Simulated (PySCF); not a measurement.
Species: ClH₉Si₄.
Atom-mapped SMILES: `[SiH3:1][SiH2:2][SiH2:3][SiH2:4][Cl:5]` (hydrogens: H6, H7, H8 on Si1; H9, H10 on Si2; H11, H12 on Si3; H13, H14 on Si4)

Structure optimised with GFN2-xTB, isolated species.

Problem. Give the optimised bond lengths and angles.

Solution. 
```json
{"bond": "Si1–Si2", "length (pm)": "231.6"}
{"bond": "Si2–Si3", "length (pm)": "233.2"}
{"bond": "Si3–Si4", "length (pm)": "231.7"}
{"bond": "Si4–Cl5", "length (pm)": "204.2"}
{"bond": "Si1–H6, Si1–H7, Si1–H8", "length (pm)": "146.5"}
{"bond": "Si2–H9, Si2–H10", "length (pm)": "147.3"}
{"bond": "Si3–H11, Si3–H12", "length (pm)": "147.3"}
{"bond": "Si4–H13, Si4–H14", "length (pm)": "146.4"}
```

Bonds in one row agree within 1 pm and their mean is given. A selection of angles:
```json
{"angle": "Si2–Si1–H6", "degrees": "110.6"}
{"angle": "Si2–Si1–H7", "degrees": "114.4"}
{"angle": "H6–Si1–H7", "degrees": "106.5"}
{"angle": "H6–Si1–H8", "degrees": "106.8"}
{"angle": "Si1–Si2–Si3", "degrees": "114.6"}
{"angle": "Si1–Si2–H9", "degrees": "110.5"}
{"angle": "Si3–Si2–H9", "degrees": "107.9"}
{"angle": "Si3–Si2–H10", "degrees": "109.6"}
{"angle": "H9–Si2–H10", "degrees": "102.9"}
{"angle": "Si2–Si3–Si4", "degrees": "115.0"}
{"angle": "Si2–Si3–H11", "degrees": "112.3"}
{"angle": "Si4–Si3–H11", "degrees": "108.4"}
{"angle": "H11–Si3–H12", "degrees": "102.7"}
{"angle": "Si3–Si4–Cl5", "degrees": "107.8"}
{"angle": "Si3–Si4–H13", "degrees": "115.0"}
{"angle": "Si3–Si4–H14", "degrees": "117.4"}
{"angle": "Cl5–Si4–H13", "degrees": "104.8"}
{"angle": "H13–Si4–H14", "degrees": "105.8"}
```

Torsions: Si1–Si2–Si3–Si4 -52° (synclinal); Si2–Si3–Si4–Cl5 -23° (synperiplanar). The mirror-image conformer, all signs reversed, is as good.

Si4 (chlorine-bound silicon) is distorted tetrahedral (angles from 104.8° to 117.4°). Si3 (SiH2 silicon) is distorted tetrahedral (angles from 102.7° to 115.0°). Si1 (SiH3 silicon) is distorted tetrahedral (angles from 106.5° to 114.4°). Si2 (SiH2 silicon) is distorted tetrahedral (angles from 102.9° to 114.6°).

Point group: C1 (no symmetry element, even within 0.4 Å). No frequency check. One conformer, not necessarily the lowest.

All values are computed, not measured.
